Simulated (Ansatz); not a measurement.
`C[O][Al]([F])[Br]` + H₂ → `[F][AlH][Br]` + CH₃OH at 700 K and 1 bar (hydrogenolysis of the Al–O bond).

Calculated with Ansatz (gas phase, PBE0-D4/def2-TZVP geometries, no zero-point term in ΔE). CCSD(T)/CBS adds triple-zeta CCSD(T) − MP2 to the extrapolated MP2 energy (def2 sets, frozen cores). This one scheme is used for every species. For Br outer-core shells are correlated without core-valence functions, which leaves a few kJ/mol of doubt a bond. Scalar relativity is left out up to krypton. One conformer a species, not always the lowest.

| species | CCSD(T)/CBS energy (Eh) | H − E (kJ/mol) | S (J/(mol·K)) |
| --- | --- | --- | --- |
| `C[O][Al]([F])[Br]` | -3030.35080 | 189.3 | 465.5 |
| H₂ | -1.17544 | 46.8 | 155.3 |
| `[F][AlH][Br]` | -2915.86674 | 68.0 | 351.0 |
| CH₃OH | -115.61712 | 170.8 | 288.5 |

H − E and S are ideal-gas, rigid-rotor, harmonic terms from PBE0-D4/def2-TZVP, for one conformer and one mirror image of each species. The MP2-based limit puts H₂ 0.8 mEh under its directly extrapolated value; such offsets cancel only in part. 1 Eh = 2625.50 kJ/mol, R = 8.31446 J/(mol·K).

Q: By hand: ΔE, ΔH, ΔS and ΔG.

A: ΔE = (-2915.86674) + (-115.61712) − (-3030.35080) − (-1.17544) = 0.04238 Eh = 111.3 kJ/mol. Δ(H − E) = 68.0 + 170.8 − 189.3 − 46.8 = 2.7, so ΔH = 114.0 kJ/mol. ΔS = 351.0 + 288.5 − 465.5 − 155.3 = 18.7 J/(mol·K). ΔG = 114.0 − 700 × (18.7)/1000 = 100.9 kJ/mol.

Q: By hand: the equilibrium constant, and the temperature at which ΔG would vanish if ΔH and ΔS stayed fixed.

A: log₁₀ K = −ΔG/(RT ln 10) = -7.5. ΔG = 0 at ΔH/ΔS = 6096 K, far beyond where these terms or the molecules hold.

ΔH outweighs TΔS. A doubt of 5 kJ/mol in ΔE shifts log₁₀ K by 0.4 here. Other conformers and mirror images would add mixing entropy, several J/(mol·K) or more a flexible species. These are equilibria of isolated gas molecules and say nothing of rates. Largest T1 diagnostic: 0.010 (customary marks: 0.02 for closed shells, 0.045 for open ones).
